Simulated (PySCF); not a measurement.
# Polarisability and C₆ of V (vanadium, neutral)

[Ar] 3d5, high-spin 6S determinant (an excited configuration). All numbers are calculated (PySCF 2.14, scalar relativity by spin-free X2C-1e, in x2c-TZVPPall with one added diffuse shell each of s, p, d, f type (7s6p5d3f1g, 80 functions)). Coupled (time-dependent) response in atomic units; α is the mean over directions.

| method | mean α (bohr³) | C₆ (like pair) | S(−4) |
| --- | --- | --- | --- |
| UHF | 70.11 | 308.0 | 25800 |
| PBE | 185.9 | 889.0 | 289000 |
| PBE0 | 132.1 | 620.9 | 119700 |

S(−4) is the Cauchy moment in α(ω) = α(0) + S(−4) ω² + …

α(iu) at PBE0:

| u (hartree) | α(iu) (bohr³) |
| --- | --- |
| 0 | 132.1 |
| 0.0500 | 50.98 |
| 0.100 | 29.35 |
| 0.200 | 19.10 |
| 0.300 | 14.28 |
| 0.500 | 8.761 |
| 0.750 | 5.524 |
| 1.00 | 3.913 |
| 1.50 | 2.352 |
| 2.00 | 1.594 |
| 3.00 | 0.8769 |
| 5.00 | 0.3828 |

A single London oscillator, α(iu) = α/(1 + u²/ω²), gives C₆ = (3/4) ω α². Matching the computed C₆ needs ω = 4 × 620.9 / (3 × 132.1²) = 0.0474 hartree.
